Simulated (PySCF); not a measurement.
Predicted microwave data (PBE0-D3(BJ)/def2-SVP geometry optimisation, gas phase (PySCF)) for one isomer of C4H8OSi:

```
Rotational constants : A = 9114, B = 1594, C = 1404 MHz
Dipole components    : |μa| = 0.38 D, |μb| = 0.46 D, |μc| = 0.00 D
Inertial defect      : -12.47 u·Å²
κ                    : -0.95
```

Question: Which candidate fits, each taken in the one conformer that was computed?
A. `[CH3:1][O:2][C@H:3]1[CH:4]=[C:5]1[SiH3:6]` with C1–O2–C3–C4 -148°
B. `[SiH3:1][O:2][CH:3]=[C:4]1[CH2:5][CH2:6]1` with Si1–O2–C3–C4 179°
C. `[SiH3:1][O:2][C:3]1=[CH:4][CH2:5][CH2:6]1` with Si1–O2–C3–C4 1°
D. `[CH:1]#[C:2][CH2:3][SiH2:4][O:5][CH3:6]` with C2–C3–Si4–O5 179°, C3–Si4–O5–C6 -179°

Answer: C. It is [SiH3]OC1=CCC1, a near-prolate asymmetric top, point group Cs. The candidates at the same level (rigid rotor, commonest isotopes):

```json
{"SMILES": "CO[C@H]1C=C1[SiH3]", "A (MHz)": "4895", "B (MHz)": "1761", "C (MHz)": "1378", "μa (D)": "0.54", "μb (D)": "0.22", "μc (D)": "0.60", "Δ (u·Å²)": "-23.58", "point group": "C1", "rotor": "asymmetric top"}
{"SMILES": "C#CC[SiH2]OC", "A (MHz)": "13950", "B (MHz)": "1145", "C (MHz)": "1086", "μa (D)": "1.16", "μb (D)": "0.31", "μc (D)": "0.00", "Δ (u·Å²)": "-12.39", "point group": "near Cs", "rotor": "near-prolate asymmetric top"}
{"SMILES": "[SiH3]OC=C1CC1", "A (MHz)": "13383", "B (MHz)": "1135", "C (MHz)": "1075", "μa (D)": "0.24", "μb (D)": "0.72", "μc (D)": "0.02", "Δ (u·Å²)": "-12.77", "point group": "–", "rotor": "near-prolate asymmetric top"}
{"SMILES": "[SiH3]OC1=CCC1", "A (MHz)": "9114", "B (MHz)": "1594", "C (MHz)": "1404", "μa (D)": "0.38", "μb (D)": "0.46", "μc (D)": "0.00", "Δ (u·Å²)": "-12.47", "point group": "Cs", "rotor": "near-prolate asymmetric top"}
```

`C#CC[SiH2]OC` has A 53 % too high; `CO[C@H]1C=C1[SiH3]` has A 46 % too low; `[SiH3]OC=C1CC1` has A 47 % too high. In the right answer the mirror of this Cs structure is the ab plane, so μc vanishes by symmetry (the 0.02 D computed is a residue). No structure here is proved a minimum.
